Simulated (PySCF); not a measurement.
PbS, SMILES [S]=[Pb] (connectivity only; charge and spin as stated), neutral, multiplicity 1.

Coordinates come from a PBE0-D3(BJ)/def2-TZVP optimisation. The def2 effective core potentials stand for the cores of Pb; spin–orbit coupling is left out.

Level of theory: IEF-PCM-ωB97X/def2-TZVPD in PySCF 2.14.0.

The values are the electrostatic part of the solvation free energy, E(continuum) − E(gas) at the gas-phase geometry, in a cavity of scaled van der Waals radii (PySCF's table); cavitation and dispersion terms are not included. A continuum can't describe solvent molecules that bind to the metal. In vacuum the orbital gap is 8.42 eV. The dipole moment in vacuum is 4.53 D.

### Question
Estimate the values in water (ε = 78.36), acetonitrile (ε = 35.69), diethylether (ε = 4.24). (An estimate is asked for; the answer gives what the named calculation found.)

### Answer

| solvent | ε | ΔG(elec) (kcal/mol) | dipole (D) | gap (eV) |
|---|---|---|---|---|
| water | 78.36 | -11.6 | 7.96 | 8.99 |
| acetonitrile | 35.69 | -11.2 | 7.85 | 8.98 |
| diethylether | 4.24 | -7.3 | 6.68 | 8.80 |
